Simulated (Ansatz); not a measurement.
A nudged elastic band was laid between two geometries of Cl2F4Mo + H2 (9 atoms, charge 0, multiplicity 1).

Computed with Ansatz, RKS BHLYP/def2-SVP.

```yaml
movable_images: 7
climbing_image: yes
spring: 5.0 eV/Å²
optimiser: quadratic models (default)
start_path: through a guess of the saddle point
force_threshold: 0.05 eV/Å
iteration_limit: 60
end_points: relaxed
```

Image 0:

```xyz
9
Properties=species:S:1:pos:R:3
Mo -0.420 -0.152 -0.132
Cl -0.610 -0.143 2.113
F 1.370 0.125 -0.021
Cl -0.798 2.062 -0.324
F -2.187 -0.509 -0.320
F -0.102 -1.945 -0.092
F -0.245 -0.273 -1.941
H 2.658 1.666 1.625
H 2.686 2.160 2.194
```

Image 8:

```xyz
9
Properties=species:S:1:pos:R:3
Mo -0.359 -0.425 -0.544
Cl 1.863 1.685 2.564
F 0.912 -0.576 0.863
Cl -0.365 2.197 -0.027
F -2.007 -0.415 0.191
F -0.364 -2.257 -0.905
F 0.555 0.032 -2.033
H 0.473 2.221 0.983
H 1.644 0.529 2.010
```

(1) What changes between the two ends?

(2) What energy profile does the band end with?

(3) What is the geometry of the highest image?

The band took 39 iterations and roughly 70 core-minutes.

Answers

(1) Bonds broken: Mo1–Cl2, H8–H9. Bonds formed: Cl2–H9, Cl4–H8. Cl2F4Mo + H2 becomes ClF4HMo + ClH.

(2) It converged. The highest image is number 3 of 0 to 8, 118.1 kJ/mol above the first end and 214.8 kJ/mol above the last; the last end lies 96.7 kJ/mol below the first. The profile has 2 maxima (images 3, 6) with wells between them (image 5): this band takes more than one step, which may be the mechanism or a detour left from its start path. Neighbouring images differ by up to 1.9 eV, so the band resolves the path poorly. A vibrational analysis at the climbing image gives 2 clearly imaginary modes (410i, 240i cm⁻¹): a point of higher order. A lower path may pass nearby, or the ends, which weren't checked, may share the extra mode. The orbitals stay closed-shell, which can raise the energy where a bond breaks towards radicals; this wasn't checked here.

```tsv
image	path coordinate (Å)	energy (kJ/mol)	Mo1–Cl2 (Å)	H8–H9 (Å)	Cl2–H9 (Å)
0	0.00	0.0	2.25	0.75	4.02
1	1.98	0.7	2.25	0.75	3.40
2	3.95	31.7	2.27	0.75	2.36
3	5.93	118.1	2.49	0.96	1.77
4	7.76	-70.0	2.78	2.94	1.28
5	9.58	-86.7	2.85	3.90	1.28
6	11.41	-83.5	2.88	4.14	1.28
7	13.23	-84.6	3.75	2.70	1.29
8	15.05	-96.7	4.36	2.30	1.30
```

(3) 
```xyz
9
Properties=species:S:1:pos:R:3:forces:R:3
Mo 0.156 0.027 0.064 -0.01 -0.04 -0.04
Cl 0.535 -0.566 2.449 -0.01 -0.01 0.01
F 1.949 -0.085 -0.064 0.02 0.01 0.03
Cl 0.379 2.376 -0.714 0.01 0.00 -0.02
F -1.499 0.535 0.558 0.00 0.03 0.01
F -0.280 -1.739 0.075 0.04 0.00 -0.02
F -0.080 -0.161 -1.730 -0.04 0.00 0.02
H 0.578 1.627 0.881 -0.01 0.02 -0.01
H 0.614 0.976 1.583 0.01 -0.02 0.01
```

The run took 18 min on 4 threads of Arm Neoverse V1, on a shared host, peak memory 0.43 GiB.
